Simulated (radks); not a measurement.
Li-, configuration [He] 2s2. Calculated with a radial shooting solver on a logarithmic mesh with Libxc functionals: scalar-relativistic Kohn-Sham, LDA (Slater exchange, Perdew-Wang correlation), spin-polarised, spherical densities, finite nucleus; Fermi nuclear charge, rms radius 2.444 fm; Watson sphere of charge +0.97 and radius 3.89 bohr.

Local quantities along the radius. ELF = 1/(1 + alpha^2) is the electron localisation function; alpha = (tau - tau_W)/tau_unif compares the Pauli kinetic energy density with that of the uniform gas (summed over spins). tau is taken from the large components.

```
   r/bohr * ELF (the largest magnitude, 1, reaches the edge; | marks zero)
  0.01852 |                                                      *
  0.02298 |                                                      *
   0.0283 |                                                      *
  0.03512 |                                                      *
  0.04324 |                                                      *
  0.05367 |                                                      *
  0.06661 |                                                      *
  0.08201 |                                                      *
   0.1018 |                                                      *
   0.1253 |                                                      *
   0.1555 |                                                      *
   0.1915 |                                                      *
   0.2376 |                                                      *
   0.2926 |                                                      *
   0.3631 |                                                      *
   0.4471 |                                                      *
   0.5549 |                                                      *
   0.6832 |                                                      *
   0.8479 |                                                    *
    1.052 |                        *
    1.296 | *
    1.608 |*
     1.98 |        *
    2.457 |                                                 *
    3.025 |                                                      *
    3.755 |                                                      *
    4.623 |                                                      *
    5.738 |                                                      *
    7.064 |                                                      *
    8.767 |                                                      *
    10.79 |                                                      *
     13.4 |                                                      *
```

On this mesh the ELF has minima near r = 1.6 bohr, which separate the shells.
